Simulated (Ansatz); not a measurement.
Cs2I. Charge 0, multiplicity 2. Geometry PBE-D4/def2-TZVP.

```xyz
3

Cs   -2.500    0.176   -0.528
Cs    2.228    1.081   -0.655
I     0.272   -1.257    1.183
```

In the def2 sets Cs, I take a core potential; there is no spin–orbit coupling. The structure comes from a short search, and lower isomers may exist.

Question: Estimate the α-spin orbital energies around the gap (eV) in Ansatz with HF/def2-TZVP, PBE-D4/def2-SVP, PBE-D4/def2-TZVPD, r2SCAN-D4/def2-TZVPD, PBE0-D4/def2-TZVPD.

Answer: 
```
orbital  HF/def2-TZVP  PBE-D4/def2-SVP  PBE-D4/def2-TZVPD  r2SCAN-D4/def2-TZVPD  PBE0-D4/def2-TZVPD
HOMO−13        -59.46           -46.77             -46.88                -47.87              -50.21
HOMO−12        -35.67           -26.88             -26.77                -27.72              -29.20
HOMO−11        -35.66           -26.88             -26.76                -27.71              -29.20
HOMO−10        -21.75           -14.92             -15.01                -15.55              -16.89
 HOMO−9        -18.43           -13.50             -13.39                -13.86              -14.84
 HOMO−8        -18.39           -13.49             -13.38                -13.86              -14.83
 HOMO−7        -18.37           -13.47             -13.37                -13.85              -14.82
 HOMO−6        -18.33           -13.43             -13.32                -13.79              -14.76
 HOMO−5        -18.31           -13.35             -13.26                -13.73              -14.72
 HOMO−4        -18.20           -13.25             -13.17                -13.63              -14.63
 HOMO−3         -8.53            -4.95              -5.04                 -5.28               -6.08
 HOMO−2         -8.53            -4.93              -5.03                 -5.25               -6.07
 HOMO−1         -8.33            -4.74              -4.84                 -5.09               -5.88
   HOMO         -3.30            -2.21              -2.19                 -2.14               -2.53
   LUMO         -0.08            -1.51              -1.48                 -1.30               -1.10
 LUMO+1          0.39            -0.87              -0.90                 -0.82               -0.54
 LUMO+2          0.46            -0.84              -0.88                 -0.67               -0.52
 LUMO+3          0.77            -0.50              -0.58                 -0.40               -0.21
 LUMO+4          0.80            -0.36              -0.43                 -0.19               -0.08
 LUMO+5          0.85            -0.35              -0.43                 -0.19               -0.04
 β HOMO         -8.34            -4.73              -4.84                 -5.09               -5.88
 β LUMO          0.14            -1.76              -1.68                 -1.34               -1.14
```
